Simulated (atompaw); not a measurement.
**An all-electron radial function and its pseudo partner (O (Z = 8))**

Columns: radius, all-electron u(r) and pseudo u(r) of the 2p shell (level -9.14 eV) of oxygen in the configuration [He] 2s1.75 2p4.25; PBE, scalar-relativistic, PAW (atompaw) scheme, atompaw 4.2.0.5.

| r (bohr) | all-electron | pseudo |
| --- | --- | --- |
| 0.044 | 0.0248 | 0.0067 |
| 0.088 | 0.0837 | 0.0266 |
| 0.133 | 0.1623 | 0.0598 |
| 0.177 | 0.2463 | 0.1036 |
| 0.221 | 0.3308 | 0.1569 |
| 0.265 | 0.4117 | 0.2180 |
| 0.310 | 0.4882 | 0.2861 |
| 0.354 | 0.5557 | 0.3559 |
| 0.398 | 0.6153 | 0.4267 |
| 0.442 | 0.6672 | 0.4962 |
| 0.487 | 0.7126 | 0.5638 |
| 0.531 | 0.7496 | 0.6248 |
| 0.575 | 0.7799 | 0.6792 |
| 0.619 | 0.8037 | 0.7262 |
| 0.663 | 0.8217 | 0.7649 |
| 0.708 | 0.8346 | 0.7959 |
| 0.752 | 0.8425 | 0.8179 |
| 0.796 | 0.8462 | 0.8322 |
| 0.840 | 0.8463 | 0.8395 |
| 0.885 | 0.8431 | 0.8408 |
| 0.929 | 0.8372 | 0.8372 |
| 0.973 | 0.8291 | 0.8297 |
| 1.017 | 0.8189 | 0.8195 |
| 1.062 | 0.8068 | 0.8071 |
| 1.106 | 0.7936 | 0.7937 |
| 1.150 | 0.7793 | 0.7793 |

(1) How many radial nodes do the two functions have?

(2) Where does each function peak?

(3) Is the pseudo-wave norm-conserving?

Results:

(1) The all-electron 2p function has n − l − 1 = 0; the pseudo-wave has 0.

(2) Outermost all-electron maximum near 0.84 bohr, pseudo maximum near 0.89 bohr (to the table’s step).

(3) No, it belongs to a PAW set: the norm inside the radius is not constrained, and the difference is carried by the augmentation charge.
